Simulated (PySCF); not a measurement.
H₆OSeSi₂.
Bonds: O1–Si2, Si2–Si3, Si3–Se4. Hydrogens: H5 on O1; H6, H7 on Si2; H8, H9 on Si3; H10 on Se4.

Method: PBE0-D3(BJ)/def2-SVP geometry optimisation, gas phase in PySCF; density fitting, grid level 1; the optimiser is geomeTRIC in internal coordinates, started from a GFN2-xTB structure with every atom displaced at random (about 0.01 Å).

The end geometry, which sets the zero of energy:
```
atom  x, y, z in Å
O1     -2.1881    0.2710    0.7999
Si2    -0.9342    0.3739   -0.3001
Si3     0.9059   -0.7890    0.5444
Se4     2.5842   -0.5194   -1.0040
H5     -3.0159    0.6978    0.5588
H6     -1.3030   -0.2135   -1.6278
H7     -0.5210    1.7965   -0.5422
H8      1.3233   -0.3246    1.9024
H9      0.6794   -2.2641    0.5801
H10     2.5199    0.9505   -0.9326
```

Question: These geometries come from the run, each turned onto the end geometry. Order them by energy, lowest first.
A.
```
atom  x, y, z in Å
O1     -2.0195    0.1667    0.7697
Si2    -0.9481    0.4372   -0.4088
Si3     0.7867   -0.7387    0.5171
Se4     2.7335   -0.5882   -0.7967
H5     -2.9283    0.5368    0.7197
H6     -1.4549   -0.0492   -1.6929
H7     -0.6997    1.8801   -0.5852
H8      1.2681   -0.3010    1.8514
H9      0.6580   -2.1862    0.6075
H10     2.6546    0.8214   -1.0029
```
B.
```
atom  x, y, z in Å
O1     -2.1650    0.2379    0.8036
Si2    -0.9312    0.3831   -0.3144
Si3     0.9112   -0.7802    0.5336
Se4     2.6392   -0.5410   -0.9561
H5     -3.0004    0.6674    0.5962
H6     -1.3107   -0.1721   -1.6533
H7     -0.5352    1.8156   -0.5290
H8      1.2717   -0.3048    1.9054
H9      0.6599   -2.2519    0.5834
H10     2.5109    0.9249   -0.9906
```
C.
```
atom  x, y, z in Å
O1     -2.1248    0.1958    0.8066
Si2    -0.9314    0.4086   -0.3492
Si3     0.8723   -0.7699    0.5251
Se4     2.7011   -0.5786   -0.8755
H5     -2.9745    0.6154    0.6357
H6     -1.3682   -0.1177   -1.6754
H7     -0.5887    1.8545   -0.5219
H8      1.2444   -0.2798    1.8837
H9      0.6596   -2.2399    0.5878
H10     2.5605    0.8905   -1.0379
```
D.
```
atom  x, y, z in Å
O1     -2.1395    0.2080    0.8100
Si2    -0.9337    0.4000   -0.3367
Si3     0.8907   -0.7701    0.5247
Se4     2.6820   -0.5632   -0.9050
H5     -2.9852    0.6303    0.6310
H6     -1.3384   -0.1368   -1.6744
H7     -0.5609    1.8404   -0.5251
H8      1.2437   -0.2831    1.8939
H9      0.6543   -2.2428    0.5841
H10     2.5372    0.8961   -1.0235
```

Answer: B (0.003 eV), D (0.010 eV), C (0.030 eV), A (0.325 eV).

In the order of the answer:

```
step  E above end (eV)  largest force (eV/Å)  rms force component (eV/Å)  rms distance from end (Å)  rms bond change (Å)  bond most changed (Å)
   4             0.003                  0.09                       0.021                      0.046                0.002         Si3–Se4 -0.005
   2             0.010                  0.20                       0.053                      0.087                0.002          O1–Si2 +0.004
   1             0.030                  0.55                       0.150                      0.106                0.007         Si3–Se4 +0.012
   0             0.325                  2.98                       0.796                      0.187                0.039          O1–Si2 -0.056
```

The cost below is that of the whole optimisation. Hardware: one thread of an Arm Neoverse V1, no GPU, shared host with 32 logical CPUs at a one-minute load of 33. Cost: 44 s, 0.47 GiB resident at most.
